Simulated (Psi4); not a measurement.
C8H12Sn (SMILES C=[CH][Sn]([CH]=C)([CH]=C)[CH]=C), singlet, at a GFN2-xTB geometry (such geometries of metal compounds can be far from the true shape) (core potentials on Sn). Base run: BLYP/def2-SV(P) in Psi4.

Psi4 was given this input:
```
memory 2 GB

molecule {
0 1
C    -2.34956217    1.98384491   -0.10175669
C    -1.31431038    1.62809920    0.63354554
Sn    0.11122402    0.07558467    0.09454479
C    -0.30611682   -1.70543337    1.27356854
C    -1.40849447   -1.90148357    1.97024161
C    -0.05378305   -0.38416470   -2.02350741
C    -0.48326960   -1.52892442   -2.51764415
C     2.12594803    0.77630803    0.52546259
C     3.14597075    0.69349121   -0.30643983
H    -2.56400531    1.52412988   -1.05263064
H    -3.03546011    2.75783006    0.21275599
H    -1.14440948    2.12330475    1.58003164
H     0.45915531   -2.46966498    1.26446482
H    -2.19855318   -1.16972481    2.01274545
H    -1.57413943   -2.80792449    2.53531719
H     0.23777051    0.40764976   -2.70055144
H    -0.78748174   -2.34847672   -1.88748130
H    -0.55216069   -1.70204623   -3.58252119
H     2.27726639    1.21717371    1.50148224
H     4.12960787    1.05481756   -0.04166517
H     3.05291553    0.26327375   -1.29000798
}

set {
  basis def2-sv(p)
}

energy('blyp')
print_variables()
```

Each row names what was changed in the base input (with any setting that the change needs).

| change | ΔE vs base (mEh) | SCF cycles | grid points | basis functions |
|---|---|---|---|---|
| base | 0.000 | 10 | 446759 | 162 |
| scf_type = dfdirj+link | 0.000 | 10 | 446759 | 162 |
| dft_radial_points = 99 | -0.002 | 10 | 586911 | 162 |
| level_shift = 1.0 | 0.000 | 11 | 446759 | 162 |
| level_shift = 0.3 | 0.000 | 10 | 446759 | 162 |
| guess = sapgau | 0.000 | 19 | 446759 | 162 |
| scf_type = direct | 0.135 | 13 | 446759 | 162 |
| e_convergence = 1e-10 | 0.000 | 13 | 446759 | 162 |
| guess = modhuckel | 0.000 | 16 | 446759 | 162 |
| dft_radial_points = 150 | -0.002 | 10 | 886613 | 162 |
| damping_percentage = 20 | -0.002 | 23 | 446759 | 162 |
| scf_type = pk | 0.135 | 10 | 446759 | 162 |
| dft_basis_tolerance = 1e-8 | 0.000 | 10 | 445023 | 162 |
